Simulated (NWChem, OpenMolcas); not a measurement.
Worked example: vertical ionisation energy of C4H4Si (SMILES C#C[SiH2]C#C)

The species is C4H4Si (9 atoms), meant as a singlet with charge 0. SMILES: `C#C[SiH2]C#C`. The coordinates come from a PBE0-D4/def2-TZVP relaxation.

```xyz
9

C     1.9861   -0.0680    1.6930
C     1.2450   -0.3182    0.7758
Si    0.1395   -0.7138   -0.6164
C    -1.2529    0.4596   -0.6484
C    -2.1806    1.2287   -0.6817
H     2.6396    0.1556    2.5051
H     0.8961   -0.6114   -1.8858
H    -0.3846   -2.0893   -0.4501
H    -2.9998    1.9103   -0.7086
```

Both states at this one shape; open shells run unrestricted unless said. 1 Eh = 27.2114 eV.

```tsv
level	program	singlet C4H4Si (Eh)	doublet C4H4Si+ (Eh)	HOMO of the first (eV)
HF/cc-pVDZ	OpenMolcas	-442.628293	-442.256628	-10.83
TPSS/cc-pVDZ	OpenMolcas	-444.253064	-443.898610	-6.91
B3LYP/6-31G* (Cartesian functions)	NWChem	-444.195228	-443.833547	-7.67
B3LYP/cc-pVDZ	OpenMolcas	-444.216468	-443.850673	-7.81
```

Question: Work out the vertical ionisation energy at each level.

Answer: 
1. HF/cc-pVDZ: -442.256628 − (-442.628293) = 0.371665 Eh = 10.11 eV; −ε(HOMO) = 10.83 eV.
2. TPSS/cc-pVDZ: -443.898610 − (-444.253064) = 0.354454 Eh = 9.65 eV; −ε(HOMO) = 6.91 eV.
3. B3LYP/6-31G* (Cartesian functions): -443.833547 − (-444.195228) = 0.361681 Eh = 9.84 eV; −ε(HOMO) = 7.67 eV.
4. B3LYP/cc-pVDZ: -443.850673 − (-444.216468) = 0.365795 Eh = 9.95 eV; −ε(HOMO) = 7.81 eV.

No measured value is set beside it here; the levels span 9.65 to 10.11 eV. In Hartree–Fock, −ε(HOMO) (Koopmans) exceeds the difference of totals by the orbital relaxation of the ion. In semi-local functionals −ε(HOMO) lies far under the ionisation energy, a result of self-interaction, while the difference of totals does much better.
